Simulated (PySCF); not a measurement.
## An isoelectronic set: 64 electrons

HF in PySCF with def2-SVPD on every atom (core potentials on In, Sn, Sb), for the lowest determinant that a PBE0 search found; no spin–orbit coupling. All have 64 electrons, 8 of them in the valence shells, and the same state, a triplet (π ↑↑). For ions De leads to the atom and ion picked by measured ionisation energies and electron affinities.

| species | difference of nuclear charges | Re (Å) | ωe (cm⁻¹) | k (mdyn/Å) | De (eV) | dissociates to |
| --- | --- | --- | --- | --- | --- | --- |
| InP | 34 | 2.684 | 257 | 0.950 | 0.84 | In + P |
| SiSn | 36 | 2.486 | 392 | 2.05 | 1.19 | Si + Sn |
| AlSb | 38 | 2.775 | 255 | 0.845 | 0.81 | Al + Sb |
| InS⁺ | 33 | 3.376 | 90.4 | 0.120 | 0.32 | In⁺ + S |
| SnP⁺ | 35 | 2.537 | 326 | 1.55 | 0.85 | Sn⁺ + P |

Task: Which member of the whole set has the stiffest bond, and how does it compare with the softest?

Result: SiSn with k = 2.05 mdyn/Å, 17 times that of InS⁺.

Spin–orbit coupling is left out, which matters for elements this heavy, above all for dissociation energies. For an ion De counts to the pair picked by the measured ionisation energies or electron affinities, which need not be the lowest pair at this level. Hartree–Fock leaves out correlation, which carries a large part of most bond energies and some tenths to 1 eV of ionisation energies. States were picked by a PBE0 search and need not be the measured ground states.
